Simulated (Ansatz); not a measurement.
CH2Si, SMILES `[C]=[SiH2]` (near-degenerate singlet) (charge 0, multiplicity 1). This singlet lies within 0.05 eV of the relaxed triplet at the level B3LYP/cc-pVTZ // B3LYP-D3(BJ)/def2-TZVP (Ansatz, an electronic-structure program).

Z-matrix (Å, degrees):
```
Si
C 1 1.7746
H 1 1.4774 2 121.19
H 1 1.4775 3 118.03 2 -180.00
```
Charge 0, multiplicity 1.

Frozen-core energies in 6-31g from Ansatz at a geometry from B3LYP-D3(BJ)/def2-TZVP; the HF reference has <S^2> = 0.00 (restricted, and unstable towards unrestricted orbitals) and the T1 diagnostic is 0.019.

```csv
level,energy (Ha),difference from CCSDTQ (mHa)
HF,-327.66774,168.71
MP2,-327.79570,40.74
CCSD,-327.82973,6.72
CCSD(T),-327.83493,1.51
CCSDT,-327.83581,0.64
CCSDT(Q),-327.83638,0.06
CCSDTQ,-327.83644,0.00
```
